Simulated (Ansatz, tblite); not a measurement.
Forces on `O=P(O)(O)c1ccc(-c2ccc(-c3ccccc3)cc2)cc1` at its r2SCAN-D4/def2-SVP geometry. The state is a singlet with charge 0.

The xTB rows come from tblite. Correlated methods freeze 26 core orbitals. Single mean-field runs in def2-TZVP are fitted with def2-universal-jkfit.

GFN2-xTB (tblite), largest force 1.41 eV/Å:

```xyz
37
positions Å, forces eV/Å
O     2.539    4.280    5.106    0.128   -1.345    0.397
P     2.527    2.794    5.160   -0.027    0.564    0.140
O     4.007    2.133    5.371    0.048    0.688   -0.248
O     1.727    2.070    6.370    0.474    0.622    0.062
C     1.803    1.987    3.733   -0.389   -0.503   -0.848
C     1.279    2.789    2.709    0.062   -0.321    0.028
C     0.725    2.199    1.574    0.105   -0.087    0.128
C     0.681    0.799    1.433    0.127    0.101    0.250
C     0.093    0.173    0.229   -0.126   -0.132   -0.260
C     0.619   -1.020   -0.302   -0.114    0.122   -0.150
C     0.064   -1.609   -1.435   -0.033    0.220    0.028
C    -1.043   -1.035   -2.088    0.121    0.130    0.261
C    -1.636   -1.665   -3.288   -0.126   -0.136   -0.263
C    -2.173   -0.880   -4.327    0.040   -0.231   -0.024
C    -2.732   -1.475   -5.459    0.143   -0.150    0.204
C    -2.768   -2.868   -5.579    0.119    0.125    0.241
C    -2.239   -3.660   -4.555   -0.015    0.286    0.052
C    -1.678   -3.066   -3.424   -0.128    0.142   -0.139
C    -1.569    0.158   -1.555    0.118   -0.130    0.136
C    -1.012    0.750   -0.424    0.022   -0.217   -0.035
C     1.214    0.006    2.471   -0.062    0.220    0.013
C     1.769    0.589    3.607   -0.092    0.235   -0.132
H     4.682    2.726    5.008   -0.399   -0.321    0.194
H     2.050    2.372    7.234   -0.197   -0.118   -0.451
H     1.320    3.877    2.814   -0.007   -0.503    0.001
H     0.344    2.834    0.769    0.152   -0.264    0.341
H     1.503   -1.471    0.158   -0.380    0.174   -0.187
H     0.521   -2.514   -1.846   -0.196    0.366    0.188
H    -2.126    0.211   -4.257   -0.030   -0.458   -0.038
H    -3.136   -0.846   -6.258    0.160   -0.272    0.341
H    -3.207   -3.334   -6.465    0.190    0.202    0.384
H    -2.271   -4.751   -4.634    0.022    0.463    0.022
H    -1.293   -3.696   -2.617   -0.160    0.255   -0.350
H    -2.453    0.608   -2.015    0.381   -0.171    0.186
H    -1.468    1.656   -0.015    0.199   -0.373   -0.184
H     1.166   -1.083    2.393    0.026    0.456    0.035
H     2.170   -0.042    4.405   -0.153    0.359   -0.324
```

r2SCAN-D4/def2-TZVP (Ansatz), largest force 1.15 eV/Å:

```
O 0.002 -1.148 0.079
P 0.181 0.272 0.372
O -0.531 0.391 -0.110
O 0.425 0.424 -0.431
C -0.055 0.012 -0.105
C -0.017 -0.038 -0.037
C 0.020 -0.024 0.029
C 0.064 0.073 0.117
C -0.067 -0.070 -0.134
C -0.035 0.024 -0.038
C -0.005 0.055 0.015
C 0.060 0.066 0.140
C -0.062 -0.068 -0.135
C 0.003 -0.053 -0.004
C 0.028 -0.027 0.042
C 0.022 0.022 0.044
C 0.000 0.057 0.011
C -0.029 0.029 -0.034
C 0.037 -0.021 0.033
C 0.009 -0.052 -0.015
C 0.005 0.040 0.032
C -0.026 0.001 -0.058
H -0.103 -0.061 0.045
H -0.048 -0.037 -0.123
H -0.016 -0.333 -0.038
H 0.115 -0.190 0.234
H -0.256 0.133 -0.132
H -0.133 0.265 0.115
H -0.008 -0.318 -0.020
H 0.122 -0.189 0.239
H 0.132 0.141 0.268
H 0.010 0.326 0.023
H -0.116 0.187 -0.233
H 0.255 -0.136 0.134
H 0.132 -0.266 -0.114
H 0.006 0.321 0.025
H -0.122 0.192 -0.237
```

PBE-QIDH/def2-TZVP (Ansatz), largest force 1.81 eV/Å:

```
O 0.006 -1.808 0.111
P 0.326 0.284 0.635
O -0.826 0.848 -0.316
O 0.814 0.801 -0.537
C -0.101 -0.046 -0.246
C 0.028 -0.167 0.052
C 0.050 -0.192 0.049
C 0.167 0.195 0.326
C -0.171 -0.180 -0.347
C -0.117 0.178 -0.023
C -0.123 0.172 -0.038
C 0.160 0.172 0.343
C -0.163 -0.176 -0.339
C 0.060 -0.195 0.063
C 0.071 -0.122 0.120
C 0.081 0.084 0.163
C -0.011 0.186 -0.002
C -0.073 0.185 -0.074
C 0.123 -0.174 0.020
C 0.127 -0.170 0.043
C -0.049 0.176 -0.032
C -0.057 0.133 -0.108
H -0.351 -0.260 0.174
H -0.157 -0.138 -0.435
H -0.022 -0.481 -0.053
H 0.166 -0.278 0.345
H -0.378 0.191 -0.193
H -0.198 0.386 0.174
H -0.016 -0.471 -0.030
H 0.180 -0.283 0.360
H 0.198 0.211 0.402
H 0.017 0.490 0.034
H -0.169 0.275 -0.347
H 0.378 -0.195 0.195
H 0.195 -0.386 -0.172
H 0.014 0.472 0.035
H -0.177 0.280 -0.351
```
